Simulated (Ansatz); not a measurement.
The cluster Cs₂Cl₂ was relaxed with PBE-D4 (def2-TZVP) in Ansatz in these states: charge +1 doublet, neutral quintet, neutral singlet, neutral triplet. The geometries follow in no particular order.

In the def2 sets Cs takes a core potential; there is no spin–orbit coupling.

A:

Cartesian coordinates in Å:
```
Cs 3.0512 -0.2345 -0.0693
Cs -3.0512 0.2345 0.0693
Cl -0.0920 -1.2902 0.3139
Cl 0.0920 1.2902 -0.3139
```

B:

```xyz
4

Cs   -1.5200   -1.3482   -1.0869
Cs    1.5200    1.3481    1.0870
Cl   -1.5177    1.5335    0.2201
Cl    1.5177   -1.5334   -0.2202
```

C:

```csv
atom,x (Å),y (Å),z (Å)
Cs1,1.446,-0.366,2.737
Cs2,-1.446,0.366,-2.737
Cl3,-1.326,3.087,1.114
Cl4,1.326,-3.087,-1.114
```

D:

```csv
atom,x (Å),y (Å),z (Å)
Cs1,-1.2296,0.6695,2.7640
Cs2,1.2298,-0.6705,-2.7637
Cl3,-1.2026,-0.3943,-0.4395
Cl4,1.2024,0.3953,0.4391
```

Problem. Judge from the bond lengths which geometry belongs to which state (an estimate).

Solution. A is the charge +1 doublet (Cs1–Cs2 6.122 Å, Cs1–Cl3 3.338 Å, Cs2–Cl4 3.338 Å); B is the neutral singlet (Cs1–Cs2 4.608 Å, Cs1–Cl3 3.164 Å, Cs2–Cl4 3.164 Å); C is the neutral quintet (Cs1–Cs2 6.234 Å, Cs1–Cl3 4.716 Å, Cs2–Cl4 4.716 Å); D is the neutral triplet (Cs1–Cs2 6.197 Å, Cs1–Cl3 3.376 Å, Cs2–Cl4 3.376 Å).

At PBE0-D4/def2-TZVP a singlet lies 10.05 eV below the neutral quintet. At PBE0-D4/def2-TZVP a singlet lies 4.17 eV below the neutral triplet. In the charge 1 doublet, Cl3 and Cl4 lie 2.66 Å apart (atoms count from 1), so these atoms are partly bonded to each other. In the triplet, Cl3 and Cl4 lie 2.68 Å apart (atoms count from 1), so these atoms are partly bonded to each other. These are the stationary points nearest to one start from a short search; other shapes may lie lower in each state. The neutral quintet has come apart into loosely held pieces.
